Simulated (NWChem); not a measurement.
A series in which one site is exchanged, each optimised at PBE0/def2-SVP with NWChem, gas phase unless a solvent is named. Some are not confirmed as minima by frequencies. def2 effective core potentials on Sb; no spin-orbit coupling.

A: [Cl][SbH][Cl] (SbHCl2; site = H)
B: [Cl][Sb]([Cl])[Br] (SbBrCl2; site = Br)
C: [F][Sb]([Cl])[Cl] (SbCl$_{2}$F; site = F)
D: [Cl][Sb]([Cl])[Cl] (SbCl₃; site = Cl)

### Question
Rank them by lowest singlet excitation, PBE0/def2-SVPD, TDA (eV), lowest first.

### Answer
A (4.74), B (5.01), D (5.48), C (5.76)
